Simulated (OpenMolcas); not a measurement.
# Cr3+, Mo3+, W3+: d3 down the group

- Program: OpenMolcas 26.06
- Method: CASSCF
- Basis: ANO-R3
- Scalar Hamiltonian: X2C, finite nucleus
- Spin-orbit coupling: RASSI with atomic mean-field integrals over the reference wave functions, term energies averaged over their components

Active space for each ion: 3 electrons in 5 orbitals (d).

Computed levels in cm-1 above 4F 3/2:

| Level | Cr3+ | Mo3+ | W3+ |
| --- | --- | --- | --- |
| 4F 5/2 | 242 | 727 | 3375 |
| 4F 7/2 | 575 | 1666 | 6742 |
| 4F 9/2 | 991 | 2760 | 9678 |
| 4P 1/2 | 17795 | 13217 | 14812 |
| 4P 3/2 | 17905 | 13321 | 13529 |
| 2G 7/2 | 18105 | 14365 | 17908 |
| 4P 5/2 | 18184 | 14366 | 19482 |
| 2G 9/2 | 18455 | 15081 | 27013 |
| 2P 1/2 | 23882 | 18680 | 23576 |
| weight of 4F in the lowest level (%) | 100 | 99 | 92 |

Mixed levels, with the weight of the term that names them: W3+ 4P 3/2 (57 %), W3+ 2G 9/2 (52 %).

Measured, with the error of the calculation in %. Measured levels: Cr3+ from Sugar and Corliss, J. Phys. Chem. Ref. Data 6, 317 (1977); Mo3+ from Sugar and Musgrove, J. Phys. Chem. Ref. Data 17, 155 (1988); W3+ from the list in J. Phys. B 45, 035001 (2012).

```json
{"Level": "4F 5/2", "Cr3+": "236 (+2.8)", "Mo3+": "778 (-6.6)", "W3+": "3537 (-4.6)"}
{"Level": "4F 7/2", "Cr3+": "556 (+3.4)", "Mo3+": "1760 (-5.3)", "W3+": "6745 (0)"}
{"Level": "4F 9/2", "Cr3+": "946 (+4.8)", "Mo3+": "2865 (-3.6)", "W3+": "9256 (+4.6)"}
{"Level": "4P 1/2", "Cr3+": "14059 (+26.6)", "Mo3+": "10338 (+27.9)", "W3+": "11773 (+25.8)"}
{"Level": "4P 3/2", "Cr3+": "14177 (+26.3)", "Mo3+": "10331 (+28.9)", "W3+": "10221 (+32.4)"}
{"Level": "2G 7/2", "Cr3+": "15052 (+20.3)", "Mo3+": "11580 (+24.0)", "W3+": "15261 (+17.3)"}
{"Level": "4P 5/2", "Cr3+": "14471 (+25.7)", "Mo3+": "11612 (+23.7)", "W3+": "17190 (+13.3)"}
{"Level": "2G 9/2", "Cr3+": "15402 (+19.8)", "Mo3+": "12311 (+22.5)", "W3+": ""}
{"Level": "2P 1/2", "Cr3+": "19519 (+22.3)", "Mo3+": "14348 (+30.2)", "W3+": "18365 (+28.4)"}
```

The fine-structure level 4F 9/2 changes by a factor of 9.77 from Cr3+ to W3+.

Without spin-orbit coupling 4P lies 17472, 12345, 11553 cm-1 above 4F in that order; the difference to the level 4P 1/2, of either sign, comes from spin-orbit coupling, which also lowers the zero.

Without dynamic correlation excited terms often stand tens of per cent too high (terms of higher spin than the ground term too low), and those without a measured partner can miss by more than the paired ones. Some levels mix across a computed gap that differs much from the measured one, so their mixing is not that of the real levels (holds for W3+). Measured partners are found by configuration, term and J. A level has none where our copy of the source lacks it or the pairing is in doubt (some pairs that miss far off the trend of their configuration count as doubtful), and it then counts in no deviation. Levels of configurations outside the active space are missing.
